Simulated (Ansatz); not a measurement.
Reaction (substitution at a C–Ge bond): `[NH2][GeH2][CH2]O` + `N[SiH2]N` → `N[SiH2]NCO` + `[NH2][GeH3]`

Isolated molecules relaxed with PBE0-D4/def2-TZVP in Ansatz; ΔE leaves out vibrations. CCSD(T)/CBS adds triple-zeta CCSD(T) − MP2 to the extrapolated MP2 energy (def2 sets, frozen cores). This one scheme is used for every species. DFT in def2-TZVPP. B3LYP here is the variant with VWN-RPA as its local correlation; programs differ in this. For Ge outer-core shells are correlated without core-valence functions, which leaves a few kJ/mol of doubt a bond. Scalar relativity is left out up to krypton. Each species was taken in one conformer, which may not be the lowest.

| level | ΔE (eV) |
| --- | --- |
| r2SCAN-D4 | 0.28 |
| PBE0-D4 | 0.26 |
| ωB97X-V | 0.23 |
| B3LYP | 0.24 |
| HF/def2-TZVPP | 0.09 |
| HF/def2-QZVPP | 0.08 |
| HF/CBS(def2) | 0.08 |
| MP2/CBS(def2) | 0.35 |

(1) What does CCSD(T)/CBS give? (Best estimate.)

Largest T1 diagnostic among the species: 0.011.

Results:

(1) Ansatz gave: +0.31 eV. The listed levels differ from it by -0.03, -0.05, -0.08, -0.07, -0.22, -0.23, -0.23, 0.04 eV.

In def2-TZVPP, CCSD(T) changes the Hartree–Fock value by +0.18 eV (the triples alone add +0.02 eV) and MP2 by +0.22 eV.
